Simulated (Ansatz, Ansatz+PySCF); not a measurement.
```yaml
atoms:
  - { symbol: C, position_ang: [0.0420, -0.0433, -0.7312] }
  - { symbol: O, position_ang: [0.0237, -0.0517, 0.7296] }
  - { symbol: H, position_ang: [-0.0405, 0.9259, 1.0771] }
  - { symbol: H, position_ang: [0.0454, -1.1182, -1.2151] }
  - { symbol: H, position_ang: [-0.4466, 0.8651, -1.3110] }
```

Basis set: def2-SVP (spherical functions). Left uncorrelated: 2 orbitals. Correlation on ROHF uses semicanonical orbitals with singles. Charge 0, multiplicity 2.

Computed with Ansatz (development build ahead of 0.2.0); each method stands on the lowest determinant of its kind that the runs found.

Question: Give the atomization energy at this shape (free ground-state atoms in the same class of orbitals less the molecule, no zero-point energy) of doublet CH3O by ROHF-CCSD(T), ROHF-MP2, UHF, ROHF.

Answer:

```json
{"method": "ROHF-CCSD(T)", "atomization energy": "1564.5 kJ/mol"}
{"method": "ROHF-MP2", "atomization energy": "1575.2 kJ/mol"}
{"method": "UHF", "atomization energy": "1145.4 kJ/mol"}
{"method": "ROHF", "atomization energy": "1157.9 kJ/mol"}
```

Caution: the shape is not the minimum.
